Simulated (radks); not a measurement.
All-electron atom: Co in [Ar] 3d7 4s2.

Method: scalar-relativistic Kohn-Sham, PBE, spin-polarised, spherical densities, point nucleus; open shells are filled with parallel spins first; computed with a radial shooting solver on a logarithmic mesh with Libxc functionals.

Energy parts (eV):
total: -37911.588
kinetic: 38401.275
electron-nucleus: -90822.302
Hartree: 16125.989
exchange-correlation: -1616.550

Orbitals (lengths in bohr, moments of r in powers of bohr; <r^-3> diverges for s and p1/2; r(90%) holds 90 % of the orbital's charge):
\begin{tabular}{lrrrrrr}
orbital & occ. & eigenvalue (eV) & <r^-3> & <r^2> & r(90%) & <r^4> \\ \hline
1s down & 1 & -7592.786 & - & 0.004247 & 0.100 & 0.00004638 \\
1s up & 1 & -7592.783 & - & 0.004247 & 0.100 & 0.00004639 \\
2s up & 1 & -899.4109 & - & 0.07712 & 0.396 & 0.01037 \\
2s down & 1 & -897.8780 & - & 0.07695 & 0.396 & 0.01032 \\
2p up & 3 & -770.1660 & 548.7 & 0.06225 & 0.369 & 0.007867 \\
2p down & 3 & -769.0090 & 549.9 & 0.06206 & 0.368 & 0.007814 \\
3s up & 1 & -103.7562 & - & 0.6898 & 1.16 & 0.7742 \\
3s down & 1 & -100.4456 & - & 0.6940 & 1.16 & 0.7863 \\
3p up & 3 & -66.9649 & 69.46 & 0.7832 & 1.26 & 1.084 \\
3p down & 3 & -63.7248 & 68.64 & 0.7921 & 1.26 & 1.117 \\
3d up & 5 & -9.4075 & 5.996 & 1.473 & 1.84 & 6.380 \\
3d down & 2 & -6.5380 & 5.652 & 1.722 & 2.00 & 9.823 \\
4s up & 1 & -5.7244 & - & 9.429 & 4.36 & 156.5 \\
4s down & 1 & -5.1748 & - & 10.30 & 4.57 & 188.6 \\
4p up & 0 & -1.3646 & 1.957 & 22.35 & 6.91 & 1013 \\
4p down & 0 & -1.1955 & 1.586 & 25.53 & 7.40 & 1328 \\
\end{tabular}

The highest occupied level is 4s down at -5.175 eV. Spin moment in Bohr magnetons: 3. The density falls to 0.001 e/bohr^3 at r = 4.39 bohr. For comparison, the ionisation energy in NIST's Atomic Spectra Database is 7.881 eV (measured). In exact Kohn-Sham theory the highest level is minus the ionisation energy, but local and semilocal functionals leave it too shallow, through self-interaction and a potential that decays too fast; potentials with the right tail come closer. Summed over all electrons, <r^2> = 37.19 bohr^2, which gives a Langevin (diamagnetic) susceptibility term of -29.5 x 10^-6 cm^3/mol.
